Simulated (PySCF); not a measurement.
IIn, charge +1, doublet, at a GFN2-xTB geometry (such geometries of metal compounds can be far from the true shape) (a state made from the parent by changing its charge; the spin is typed, not shown lowest) (core potentials on I, In). Base run: M06/def2-SVP (PySCF).

The PySCF input:
```python
from pyscf import gto, scf, dft

mol = gto.M(
    atom='''
In   -0.00000000   -0.00000000   -1.69320062
I     0.00000000    0.00000000    1.56541190
''',
    basis='def2-svp',
    ecp={'I': 'def2-svp', 'In': 'def2-svp'},
    charge=1,
    spin=1,
    verbose=4,
)

mf = dft.UKS(mol)
mf.xc = 'm06'
mf.kernel()
```

Each row names what was changed in the base input (with any setting that the change needs).

| change | ΔE vs base (mEh) | grid points | electrons on the grid |
|---|---|---|---|
| base | 0.000 | 43832 | 45.00000 |
| grids.atom_grid = (50, 194) | 10.194 | 12432 | 45.00004 |
| small_rho_cutoff = 0 | 0.000 | 43832 | 45.00000 |
| grids.atom_grid = (75, 302) | 10.742 | 26400 | 45.00001 |
| grids.level = 4 | 0.012 | 63720 | 45.00000 |
| grids.level = 5 | 0.008 | 94152 | 45.00000 |
| grids.radi_method = mura_knowles | 10.698 | 38096 | 45.00000 |
| grids.becke_scheme = stratmann | 0.006 | 43832 | 45.00000 |
| grids.prune = dft.gen_grid.treutler_prune | 0.000 | 44136 | 45.00000 |
| grids.level = 0 | -19.915 | 5640 | 44.99928 |
| grids.atom_grid = (150, 974) | 0.009 | 142032 | 45.00000 |

Open shells are given as the SCF converged; they aren't shown to be the lowest states, and a large step between rows can be another state.
